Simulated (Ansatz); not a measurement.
Total energies of H5InSi (`[SiH3][InH2]`).

```xyz
7

Si    0.088    0.331   -1.073
In   -0.089   -0.404    1.388
H     1.184    1.308   -1.317
H    -1.188    0.955   -1.524
H     0.334   -0.853   -1.945
H     1.019    0.149    2.594
H    -1.347   -1.487    1.876
```

The species carries charge 0 and has multiplicity 1. Correlated methods include outer-core shells of In, which these sets cover unevenly. In: def2 effective core potential. Geometry: relaxed with PBE0-D4/def2-TZVP. Basis def2-TZVPP, Ansatz.

RPA on PBE orbitals: Hartree–Fock energy of these orbitals -480.99248 Eh, correlation -0.72580 Eh (frozen core).

| functional | kind | energy without D4 (Eh) | D4 term (kJ/mol) |
| --- | --- | --- | --- |
| PBE | GGA | -482.44358 | -10.8 |
| revPBE | GGA | -482.59726 | -27.9 |
| BLYP | GGA | -482.54686 | -23.0 |
| r2SCAN | meta-GGA | -482.64591 | -2.5 |
| PBE0 | global hybrid, 25 % exact exchange | -482.47825 | -9.2 |
| B3LYP | global hybrid, 20 % | -482.70440 | -17.7 |
| r2SCANh | meta-GGA hybrid, 10 % | -482.63106 | -2.7 |
| r2SCAN0 | meta-GGA hybrid, 25 % | -482.60965 | -3.0 |
| HSE06 (plane-wave form) | screened hybrid | -482.46928 | -8.7 |
| BHLYP | global hybrid, 50 % | -482.52458 | -16.1 |
| CAM-B3LYP | range-separated hybrid | -482.58768 | -9.6 |
| LC-ωPBE | long-range corrected hybrid | -482.55055 | – |
| ωB97M-V | range-separated hybrid meta-GGA with VV10 | -482.51206 | – |
| PBE-QIDH | double hybrid | -482.18671 | – |

Give the same for LDA (SPW92), B97M-V, ωB97X-V, B2PLYP. (Best estimate.)

Computed: 
```tsv
functional	kind	energy without D4 (Eh)	D4 term (kJ/mol)
LDA (SPW92)	LDA	-481.07123	–
B97M-V	meta-GGA with VV10	-482.53867	–
ωB97X-V	range-separated hybrid GGA with VV10	-482.54063	–
B2PLYP	double hybrid	-482.26131	–
```

B3LYP takes the VWN-RPA correlation (the form of Gaussian; ORCA's B3LYP/G). HSE06 is the plane-wave form, built on full-range PBE exchange. The double hybrids freeze the cores in their second-order part.

LC-ωPBE has ω = 0.4 bohr⁻¹.
